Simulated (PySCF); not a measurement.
(CdSe)4 cube, Cd4Se4 (singlet state).
Bonds: Cd1–Se2, Cd1–Se4, Cd1–Se6, Se2–Cd3, Se2–Cd7, Cd3–Se4, Cd3–Se8, Se4–Cd5, Cd5–Se6, Cd5–Se8, Se6–Cd7, Cd7–Se8.

Computed with PySCF, PBE0-D3(BJ)/def2-SVP geometry optimisation, gas phase, def2 core potentials past Kr.

How far are the bound atoms from Cd1?

3 atoms: Se4 2.670 Å, Se2 2.671 Å, Se6 2.672 Å. The nearest atom not counted as bound is Cd7, at 3.16 Å (others tie with it).

List the angles at Cd1.

| angle | degrees | distance of the outer atoms (Å) |
| --- | --- | --- |
| Se4–Cd1–Se6 | 105.7 | 4.26 |
| Se2–Cd1–Se6 | 105.2 | 4.25 |
| Se2–Cd1–Se4 | 103.8 | 4.20 |

What is the shape at Cd1?

Pyramidal: angles 105.7°, 105.2° and 103.8°, sum 314.7°, 1.07 Å off the plane of its three neighbours.

What are the other bond lengths?

Cd5–Se6 2.682 Å.

Give some angles away from the centre.

Cd1–Se2–Cd3 73.5°, Cd1–Se2–Cd7 72.4°.

Charge 0, singlet. Not checked by PBE0-D3(BJ)/def2-SVP frequencies.

Time: 26 min; peak memory 2.1 GiB. Hardware: Intel Xeon Platinum 8259CL at 2.50 GHz, one thread, shared host. That covers the optimisation of the geometry.
